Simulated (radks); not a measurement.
Problem. Sb, 51 electrons, occupied as [Kr] 4d10 5s2 5p(up 1.5, down 1.5) (fractional occupations, a model configuration). Calculated with a radial shooting solver on a logarithmic mesh with Libxc functionals: scalar-relativistic Kohn-Sham, PBEsol, spin-polarised, spherical densities, point nucleus. Some entries of the table are withheld. Estimate them.

orbital  occ.  eigenvalue (hartree)  r(max) (bohr)
1s          2             -1113.143            (1)
2s          2             -169.3968         0.1037
2p          6             -152.1002        0.08306
3s          2             -33.20140         0.3001
3p          6             -27.56407         0.2935
3d         10             -18.95608         0.2442
4s          2              -5.46164         0.7225
4p          6              -3.73481         0.7623
4d         10                   (2)         0.8471
5s          2              -0.47320            (3)
5p          3              -0.17803          2.338

Solution. 
(1) 1s r(max) (bohr): 0.01835
(2) 4d eigenvalue (hartree): -1.22926
(3) 5s r(max) (bohr): 1.893
